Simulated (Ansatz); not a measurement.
CH2BrClO (`OC(Cl)Br`), relaxed with RKS PBE0-D4/def2-TZVP in the Gaussian-basis code of Ansatz from a PBE-D4/def2-SVP geometry. The force threshold is 0.005 eV/Å; the program also tests the step.

The species carries charge 0 and has multiplicity 1.

Start:

```xyz
6

O    -1.071   -0.432    0.266
C     0.171    0.099    0.260
Cl    0.246    1.741   -0.502
Br    1.502   -1.088   -0.661
H    -1.383   -0.513   -0.659
H     0.535    0.194    1.297
```

```csv
step,energy (eV),largest force (eV/Å),largest move (Å)
1,-85671.6582,0.718,0.000
2,-85671.6876,0.244,0.026
3,-85671.6916,0.151,0.016
4,-85671.6923,0.096,0.008
5,-85671.6925,0.018,0.004
6,-85671.6925,0.003,0.001
```

End:

```xyz
6

O    -1.061   -0.426    0.257
C     0.181    0.099    0.254
Cl    0.247    1.716   -0.491
Br    1.483   -1.069   -0.648
H    -1.379   -0.513   -0.650
H     0.529    0.193    1.277
```

It took 28 s on 2 threads of an Arm Neoverse V2 on a shared host, with 0.39 GiB of host memory at the peak.
